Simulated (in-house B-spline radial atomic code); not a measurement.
I II (I+) is squeezed into an impenetrable sphere of radius R (the orbitals vanish at R). No spin polarisation. Method: non-relativistic Hartree-Fock, average of configuration, point nucleus. Calculated with a B-spline radial code for spherical atoms.

Energies in eV above the free ion in [Kr] 4d10 5s2 5p4:

```csv
R (bohr),highest level (eV),[Kr] 4d10 5s2 5p4,[Ar] 3d10 4s2 4p5 4d10 4f1 5s2 5p4,[Kr] 4d10 5s1 5p4 5d1,-dE/dV in [Kr] 4d10 5s2 5p4 (GPa)
7.49,-19.4,0.01534,152.4,22.58,0.0455
6.36,-19.3,0.1312,153.6,23.19,0.521
4.71,-18,2.635,157.7,28.14,18.2
4.58,-17.7,3.32,158.5,29.23,24.2
3.82,-14.3,12.75,168.6,42.37,133
3.19,-6.8,39.41,196.3,75.36,607
2.62,10.8,115.1,274.3,162.1,2830
2.23,39.4,256.6,419.4,316.3,9620
1.85,103,617.6,788,694.2,38500
1.3,419,2875,3070,2970,464000
```

Question: Does [Ar] 3d10 4s2 4p5 4d10 4f1 5s2 5p4 fall below [Kr] 4d10 5s2 5p4 under compression?

Answer: No, it stays above over the whole range.

Question: Does [Kr] 4d10 5s1 5p4 5d1 fall below [Kr] 4d10 5s2 5p4 under compression?

Answer: No, it stays above over the whole range.

The highest level is first positive in the row R = 2.62 bohr, pushed up by confinement above the zero of the free ion's potential. Each configuration is held fixed and needn't be the lowest in the sphere.
